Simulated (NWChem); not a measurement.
Species: CH6FNSi2; SMILES [SiH2]1N[SiH2]C1F

```xyz
11

F     -0.2977    -2.0851     0.0000
C      0.4926    -0.9254     0.0000
Si     0.0218     0.3899     1.3260
N     -0.2501     1.4993     0.0000
Si     0.0218     0.3899    -1.3260
H      1.5468    -1.2273     0.0000
H      1.0993     0.8097     2.2698
H     -1.1753     0.0213     2.1311
H     -0.5319     2.4703     0.0000
H     -1.1753     0.0213    -2.1311
H      1.0993     0.8097    -2.2698
```
Atoms are numbered in this order, from 1.

Results from NWChem. Pople sets run with spherical d functions. Structure relaxed at the B3LYP/6-31G* (spherical d) level. Vertical excitations in the gas phase; the lowest state need not have the same character in each row.

For level PBE/6-31+G*, TDA:

| Quantity | Result |
|---|---|
| orbital gap (eV) | 4.75 |

**Question.** Estimate the same quantities for level LDA (Slater exchange, VWN5)/6-31+G*, TDA.

**Answer.** The orbital gap (eV) comes out as 4.64.
